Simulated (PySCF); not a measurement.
C₆ coefficients of unlike pairs at UHF

Calculated with PySCF 2.14 from the dipole response of each species, C₆(A,B) = (3/π) ∫ α_A(iu) α_B(iu) du, in atomic units, from isotropic polarisabilities. For ions this is the dispersion term alone; charge-induced terms of lower order in 1/R come first.

| species | configuration | basis | relativity | α (bohr³) | C₆ (like pair) |
| --- | --- | --- | --- | --- | --- |
| Xe²⁺ | [Kr] 4d10 5s2 5p4 (3P) | def2-QZVPPD with the def2 core potential (28 electrons) (8s7p5d4f1g) | core potential | 12.80 | 92.11 |
| Ne | [Ne] (1S) | dyall-acv3z (15s9p4d2f) | spin-free X2C | 2.134 | 4.991 |
| B³⁺ | 1s2 (1S) | dyall-av3z (15s9p3d2f) | none | 0.01955 | 0.002582 |
| F⁺ | [He] 2s2 2p4 (3P) | dyall-av2z (11s7p2d) | none | 1.643 | 2.998 |

Problem. Estimate C₆ for F⁺ with Ne.

Solution. The integral gives 3.867. The combination rule 2 C_A C_B / (C_A α_B/α_A + C_B α_A/α_B) gives 3.868 and the geometric mean 3.868.

No spin-orbit coupling is included.

The other pairs:

```json
{"pair": "B³⁺, Xe²⁺", "C₆": "0.2896"}
{"pair": "B³⁺, Ne", "C₆": "0.08384"}
{"pair": "F⁺, B³⁺", "C₆": "0.06510"}
{"pair": "Ne, Xe²⁺", "C₆": "20.46"}
{"pair": "F⁺, Xe²⁺", "C₆": "15.83"}
```
